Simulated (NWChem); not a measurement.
System: sulfur difluoride (SF$_{2}$); SMILES FSF

Results from NWChem. Pople sets run with spherical d functions. Medium grid unless said otherwise, to which SCAN and Minnesota functionals are sensitive. Geometry: optimised at PBE0/def2-SVP.

For level M06-2X/6-31G*:

| Property | Value |
|---|---|
| highest occupied level (eV) | -8.45 |
| orbital gap (eV) | 8.11 |
| dipole (D) | 1.35 |

Task: How do the values read with level PW91/6-31G* instead?

Result: The highest occupied level (eV) is -5.43. The orbital gap (eV) comes out as 2.93 and the dipole (D) is 1.01.
